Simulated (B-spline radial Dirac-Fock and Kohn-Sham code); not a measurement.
**Scattering functions of Mn⁵⁺**

System: Mn⁵⁺ in the configuration [Ar] 3d2, inside a Watson sphere of charge -5 and radius 2.2 Å (a model of the Madelung potential; inside it an electron's potential energy is raised by 32.7 eV).

Input of the calculation (task.json; shells as n, l, electrons):

```json
{"items": [{
  "Z": 25,
  "q": 5,
  "cfg": [[1, 0, 2], [2, 0, 2], [2, 1, 6], [3, 0, 2], [3, 1, 6], [3, 2, 2]],
  "A": 55,
  "rrms": 3.7057,
  "watson": [-5, 2.2],
  "do": ["scatter"],
  "s": [0.0, 0.07, 0.08, 0.1, 0.12, 0.15, 0.18, 0.22, 0.27, 0.33, 0.4, 0.49, 0.59, 0.72, 0.88, 1.07, 1.3, 1.59, 1.93, 2.35, 2.86, 3.49, 4.25],
  "pz": [0, 0.1, 0.2, 0.3, 0.4, 0.5, 0.6, 0.8, 1.0, 1.2, 1.4, 1.6, 1.8, 2.0, 2.5, 3.0, 4.0, 5.0, 7.0, 10.0, 15.0, 20.0, 30.0, 40.0, 60.0, 100.0],
  "hv_scatter": [1000, 5000, 8047.8, 17479.3, 30000, 100000, 200000, 500000]
}]}
```

Command: `python xray_run.py task.json out`

Calculated with a radial B-spline solver, using relativistic Hartree-Fock (Dirac-Fock) wave functions, averaged over the configuration. f₀ is the Fourier transform of the spherical electron density, S the Waller-Hartree incoherent function, and s = sin θ/λ. The electron scattering factor follows from the Mott-Bethe formula f_e = 0.023934 Å⁻¹·(Z − f₀)/s².

```csv
s (Å⁻¹),f₀,S,f_e (Å)
0,20.000,0.000,–
0.07,19.672,0.349,26.027
0.08,19.573,0.453,20.296
0.1,19.340,0.696,13.547
0.12,19.062,0.982,9.870
0.15,18.569,1.479,6.841
0.18,17.997,2.039,5.173
0.22,17.141,2.851,3.887
0.27,15.972,3.910,2.964
0.33,14.521,5.164,2.303
0.4,12.888,6.523,1.812
0.49,11.045,8.053,1.391
0.59,9.441,9.467,1.070
0.72,8.007,10.917,0.785
0.88,6.927,12.244,0.559
1.07,6.093,13.424,0.395
1.3,5.243,14.562,0.280
1.59,4.212,15.720,0.197
1.93,3.169,16.732,0.140
2.35,2.272,17.564,0.099
2.86,1.670,18.185,0.068
3.49,1.323,18.669,0.047
4.25,1.111,19.073,0.032
```

f₀ starts at the number of electrons, 20, and has fallen to half at s ≈ 0.56 Å⁻¹. The sum of ⟨r²⟩ over the electrons is 9.233 bohr². For an ion f_e diverges as s goes to zero, because of the net charge.
